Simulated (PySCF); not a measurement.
C₆ coefficients of unlike pairs at BLYP

Calculated with PySCF 2.14 from the dipole response of each species, C₆(A,B) = (3/π) ∫ α_A(iu) α_B(iu) du, in atomic units, from isotropic polarisabilities. For ions this is the dispersion term alone; charge-induced terms of lower order in 1/R come first.

```json
{"species": "Ta³⁺", "configuration": "[Xe] 4f14 5d2 (3F)", "basis": "def2-TZVPPD with the def2 core potential (60 electrons) (6s5p3d2f1g)", "relativity": "core potential", "α (bohr³)": "7.325", "C₆ (like pair)": "33.57"}
{"species": "Sb²⁺", "configuration": "[Kr] 4d10 5s2 5p1 (2P)", "basis": "aug-cc-pwCVDZ-PP with ECP28MDF (6s5p4d1f)", "relativity": "core potential", "α (bohr³)": "15.26", "C₆ (like pair)": "91.38"}
{"species": "O²⁺", "configuration": "[He] 2s2 2p2 (3P)", "basis": "aug-cc-pVDZ-DK (4s3p2d)", "relativity": "spin-free X2C", "α (bohr³)": "1.727", "C₆ (like pair)": "2.298"}
```

Problem. Estimate C₆ for O²⁺ with Sb²⁺.

Solution. The integral gives 13.88. The combination rule 2 C_A C_B / (C_A α_B/α_A + C_B α_A/α_B) gives 13.70 and the geometric mean 14.49.

No spin-orbit coupling is included.

The other pairs:

```tsv
pair	C₆
O²⁺, Ta³⁺	8.764
Sb²⁺, Ta³⁺	53.93
```
